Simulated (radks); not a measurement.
The numbers below are computed, except where a source is named.
Question: The mean radii <r> (bohr) of the occupied orbitals of an atom or ion are listed with their occupations. Code: a radial shooting solver on a logarithmic mesh with Libxc functionals. Model: Dirac Kohn-Sham, SOGGA, spin-unpolarised, spherical densities, point nucleus.

| orbital | occ. | <r> |
|---|---|---|
| 1s1/2 | 2 | 0.01632 |
| 2s1/2 | 2 | 0.06806 |
| 2p1/2 | 2 | 0.05590 |
| 2p3/2 | 4 | 0.06469 |
| 3s1/2 | 2 | 0.1770 |
| 3p1/2 | 2 | 0.1674 |
| 3p3/2 | 4 | 0.1835 |
| 3d3/2 | 4 | 0.1595 |
| 3d5/2 | 6 | 0.1644 |
| 4s1/2 | 2 | 0.3916 |
| 4p1/2 | 2 | 0.3932 |
| 4p3/2 | 4 | 0.4276 |
| 4d3/2 | 4 | 0.4335 |
| 4d5/2 | 6 | 0.4446 |
| 5s1/2 | 2 | 0.8778 |
| 4f5/2 | 6 | 0.4646 |
| 4f7/2 | 8 | 0.4711 |
| 5p1/2 | 2 | 0.9417 |
| 5p3/2 | 4 | 1.037 |
| 5d3/2 | 4 | 1.353 |
| 5d5/2 | 6 | 1.407 |
| 6s1/2 | 2 | 2.381 |

Name the element and its charge. Open shells, if any, are shared by 2j + 1.

Answer: Z = 81, thallium, charge +1: Tl+ in [Hg]. The 1s radius gives Z: for a bare nucleus <r> = (2 gamma + 1)/(2Z) with gamma = sqrt(1 - (Z/c)^2), 0.01613 bohr for Z = 81, and screening makes it slightly larger (0.01632 here). The occupations add up to 80, and the charge is Z minus that.
